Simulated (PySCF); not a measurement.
Ga(OMe)2(SiH3), SMILES C[O][Ga]([SiH3])[O]C (GFN2-xTB optimised geometry):

```
15

Ga    -1.307    -1.488    -1.928
O     -0.358    -2.900    -2.350
C      0.143    -4.056    -2.979
H      0.131    -4.889    -2.270
H     -0.456    -4.327    -3.852
H      1.173    -3.878    -3.300
O     -2.736    -0.762    -2.636
C     -3.843    -0.466    -3.455
H     -4.761    -0.526    -2.863
H     -3.741     0.549    -3.851
H     -3.918    -1.165    -4.293
Si    -0.496    -0.365     0.000
H      0.973    -0.365     0.000
H     -0.973    -1.026     1.224
H     -0.965     1.026     0.000
```

Calculation: PBE0/def2-TZVP (PySCF).

What are the frontier orbital energies and the dipole moment?

HOMO-2 -7.67 eV, HOMO-1 -7.59 eV, HOMO -7.54 eV, LUMO -0.73 eV, LUMO+1 -0.23 eV; dipole moment 1.11 D.

On the same geometry PBE/def2-TZVP (PySCF) gives HOMO-2 -6.29 eV, HOMO-1 -6.08 eV, HOMO -5.99 eV, LUMO -1.49 eV, LUMO+1 -1.18 eV; dipole moment 1.06 D.

Meta-Löwdin charges at PBE0/def2-TZVP: Ga1 0.76, O2 -0.59, C3 -0.11, H4 0.11, H5 0.10, H6 0.11, O7 -0.59, C8 -0.11, H9 0.11, H10 0.11, H11 0.10, Si12 0.18, H13 -0.07, H14 -0.06, H15 -0.07.
